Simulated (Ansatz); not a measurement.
Total energies of Mg2O2⁻ (the lowest doublet isomer of a short search) from Ansatz at PBE-D4/def2-TZVPD, gas phase (1 Eh = 27.2114 eV = 2625.5 kJ/mol). The reference geometry is relaxed at B3LYP-D4/def2-TZVPD.

Cartesian coordinates in Å:
```
Mg 0.886 -0.415 0.746
Mg -0.886 0.416 -0.746
O 0.858 1.073 -0.421
O -0.857 -1.073 0.421
```

```
            state                        geometry  energy (Eh)
charge -1 doublet                       reference   -550.37657
 charge 0 singlet                       reference   -550.32444
charge -1 quartet  relaxed at B3LYP-D4/def2-TZVPD   -550.33612
```

(1) Work out the vertical ionisation energy to the singlet.

(2) Which of the charge -1 states is lowest, and how far above it are the others?

(1) E(charge 0 singlet) − E(charge -1 doublet) = -550.32444 − (-550.37657) = 0.05213 Eh = 1.42 eV. For comparison, −ε of the highest occupied level of the spin that leaves is -0.47 eV at this level, 1.89 eV less.

(2) The doublet. quartet: -550.33612 − (-550.37657) = 0.04045 Eh = 106.2 kJ/mol.

At PBE-D4/def2-TZVPD the highest occupied level of the charge -1 doublet lies above zero (up to 0.47 eV). By energy differences its removal costs 1.42 eV (vertical, to the charge 0 singlet, at PBE-D4/def2-TZVPD); a positive level beside a positive removal energy at the same level points to self-interaction error. At PBE-D4/def2-TZVPD the highest occupied level of the charge -1 quartet lies above zero (up to 0.62 eV). It is a level of α spin, whose loss leaves a triplet; that state wasn't run at this geometry and level. The electron is either unbound and held by the finite basis, or the level is raised by self-interaction error. 

The structure comes from a short search, and lower isomers may exist.
